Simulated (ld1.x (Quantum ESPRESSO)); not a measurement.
# Configuration tests for lead (PAW)

ld1.x (Quantum ESPRESSO) 7.5 input, shortened:

```
&input
   title='Pb', zed=82., rel=1, dft='PBE', iswitch=3,
   config='[Xe] 4f14 5d10 5f-2 6s2 6p0.5'
 /
 &inputp
   pseudotype=3, lpaw=.true., tm=.true., lloc=-1, rcloc=1.90,
   nlcc=.true., new_core_ps=.true., rcore=1.00,
   which_augfun='BESSEL', rmatch_augfun=1.10
 /
7
6S  1  0   2.00   0.00  1.65  2.25  0.0
6S  1  0   0.00   0.60  1.65  2.25  0.0
6P  2  1   0.50   0.00  1.90  2.25  0.0
6P  2  1   0.00   1.20  1.90  2.25  0.0
5D  3  2  10.00   0.00  1.15  1.60  0.0
5D  3  2   0.00  -0.95  1.15  1.60  0.0
5F  4  3  -2.00   0.05  1.70  2.30  0.0
 &test
   configts(1)='5d10 6s2 6p0.5'
 /
```

Energies are relative to the spin-unpolarised reference configuration 5d10 6s2 6p0.5; without spin polarisation the order of configurations can differ from experiment. Not all tests gave a result: test run stopped at test 5 of 7 (negative rho).

```json
{"valence configuration": "5d10 6s2 6p2", "charge": "0", "ΔE all-electron (eV)": "-12.382", "error AE − PS (meV)": "+5.9"}
{"valence configuration": "5d10 6s2 6p0", "charge": "+2", "ΔE all-electron (eV)": "7.638", "error AE − PS (meV)": "-3.6"}
```

What are ΔE and the potential's error for 5d10 6s1 6p0?

ΔE = 40.047 eV all-electron; the error (AE − PS) is +15 meV.

What are ΔE and the potential's error for 5d10 6s2 6p1?

ΔE = -5.807 eV all-electron; the error (AE − PS) is +2.8 meV.

Levels in the configuration 5d10 6s2 6p1:

```csv
level,all-electron (eV),pseudo (eV)
5d,-28.852,-28.850
6s,-19.227,-19.228
6p,-9.856,-9.856
```
